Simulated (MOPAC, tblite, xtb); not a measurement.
Two rigid molecules brought together: CH2O ··· H3O+ (SMILES C=O and [OH3+]) (charge +1). Monomers: optimised at B3LYP-D3(BJ) (def2-TZVP), held rigid. Orientation: lowest of the rigid-body minima from ten starts at GFN2-xTB. The monomers approach along the line of their centres of mass (distance R); nothing else relaxes. The table gives interaction energies.

| R / Å | A | B | C |
|---|---|---|---|
| 2.82 | -54.97 | -97.06 | -116.61 |
| 2.99 | -65.34 | -106.06 | -120.08 |
| 3.19 | -72.09 | -98.63 | -110.20 |
| 3.41 | -70.65 | -83.84 | -95.34 |
| 3.68 | -60.28 | -66.89 | -78.12 |
| 4.03 | -47.08 | -51.22 | -59.55 |
| 4.47 | -35.65 | -38.97 | -42.71 |
| 5.22 | -24.74 | -26.98 | -27.81 |
| 6.20 | -16.91 | -18.29 | -19.00 |
| 7.51 | -11.14 | -12.02 | -12.68 |

Energies in kJ/mol.

Which curve belongs to which method? The methods are MOPAC with AM1, restricted, heats of formation; GFN1-xTB run with xtb; GFN2-xTB run with tblite.

A is AM1; B is GFN2-xTB; C is GFN1-xTB.
